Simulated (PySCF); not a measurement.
The dipole of `CC1(C)OBOC1(C)C` from its density and from atomic charges.

Coordinates (PBE0-D3(BJ)/def2-SVP, Å) and charges (e) from the PBE0/pcSseg-1 density (PySCF):

| atom | x | y | z | Mulliken | IAO | Hirshfeld | ESP-fitted |
| --- | --- | --- | --- | --- | --- | --- | --- |
| C1 | -1.727 | 0.257 | 0.879 | -0.1642 | -0.4183 | -0.1235 | -0.6197 |
| C2 | -0.736 | 0.144 | -0.273 | -0.1910 | +0.2146 | +0.0897 | +0.7023 |
| C3 | -1.137 | -0.987 | -1.201 | -0.1514 | -0.4135 | -0.1202 | -0.5535 |
| O4 | -0.799 | 1.386 | -0.999 | -0.4735 | -0.4185 | -0.1811 | -0.5909 |
| B5 | 0.223 | 2.167 | -0.552 | +0.5065 | +0.3525 | +0.2006 | +0.5218 |
| O6 | 1.096 | 1.509 | 0.258 | -0.4734 | -0.4185 | -0.1810 | -0.5916 |
| C7 | 0.760 | 0.110 | 0.205 | -0.1903 | +0.2146 | +0.0898 | +0.6994 |
| C8 | 0.980 | -0.501 | 1.575 | -0.1515 | -0.4135 | -0.1201 | -0.5383 |
| C9 | 1.696 | -0.528 | -0.814 | -0.1643 | -0.4183 | -0.1234 | -0.6176 |
| H10 | -2.720 | 0.491 | 0.470 | +0.1328 | +0.1491 | +0.0440 | +0.1633 |
| H11 | -1.445 | 1.068 | 1.566 | +0.1190 | +0.1404 | +0.0415 | +0.1587 |
| H12 | -1.797 | -0.679 | 1.452 | +0.1154 | +0.1370 | +0.0428 | +0.1275 |
| H13 | -2.190 | -0.866 | -1.494 | +0.1280 | +0.1481 | +0.0461 | +0.1532 |
| H14 | -0.531 | -0.993 | -2.116 | +0.1249 | +0.1458 | +0.0428 | +0.1321 |
| H15 | -1.031 | -1.961 | -0.700 | +0.1127 | +0.1363 | +0.0432 | +0.1093 |
| H16 | 0.342 | 3.326 | -0.846 | -0.0124 | +0.0055 | -0.0514 | -0.0866 |
| H17 | 0.429 | 0.043 | 2.353 | +0.1248 | +0.1457 | +0.0428 | +0.1286 |
| H18 | 2.049 | -0.460 | 1.828 | +0.1280 | +0.1481 | +0.0461 | +0.1495 |
| H19 | 0.665 | -1.555 | 1.589 | +0.1127 | +0.1363 | +0.0432 | +0.1047 |
| H20 | 1.543 | -0.101 | -1.816 | +0.1189 | +0.1404 | +0.0416 | +0.1582 |
| H21 | 2.735 | -0.325 | -0.516 | +0.1328 | +0.1491 | +0.0440 | +0.1625 |
| H22 | 1.555 | -1.617 | -0.872 | +0.1153 | +0.1370 | +0.0428 | +0.1272 |

**Question.** Compute μ = Σ q r for each scheme (1 e·Å = 4.803 D) and compare with the dipole of the full density.

**Answer.** The full density gives (-0.26, -2.53, 0.64) D, 2.62 D in size; dipole vectors point from the negative to the positive end.

```tsv
scheme	μx	μy	μz	size (D)	share of the full size (%)	angle to the full dipole (°)
Mulliken	-0.45	-4.35	1.11	4.51	172	0
IAO	-0.31	-2.95	0.75	3.06	117	0
Hirshfeld	-0.16	-1.59	0.40	1.64	63	0
ESP-fitted	-0.26	-2.52	0.64	2.61	100	0
```

**Question.** Which set comes closest?

**Answer.** Length of the difference vector: ESP-fitted 0.01 D, IAO 0.44 D, Hirshfeld 0.98 D, Mulliken 1.89 D. Closest: ESP-fitted. ESP charges are fitted to the potential around the molecule, whose slowest-falling term is the dipole's. The schemes that divide the density aren't constrained to reproduce the dipole.

**Question.** What is left for the Hirshfeld atoms' own dipoles?

**Answer.** The shares of the density sum to the whole, so what Σ q r misses lies in dipoles about the nuclei. The atomic dipoles sum to (-0.26, -2.53, 0.64) − (-0.16, -1.59, 0.40) = (-0.10, -0.94, 0.24) D, 0.98 D in size.

**Question.** With the origin at the mean of the coordinates, (-0.002, -0.003, -0.001) Å, which are the largest single terms, by size, of the IAO dipole along the direction of the full one?

**Answer.** B5 -3.81, O6 +3.02, O4 +3.02, C8 -1.53, C3 -1.53 D; all 22 atoms together +3.06 D. The single terms depend on the origin, their sum doesn't.

**Question.** Give the size of the full dipole in other units.

**Answer.** 2.62 D = 1.032 au = 0.546 e·Å = 8.75 × 10⁻³⁰ C·m.

The structure is a single PBE0-D3(BJ)/def2-SVP conformer in the gas phase; no vibrational or solvent corrections.
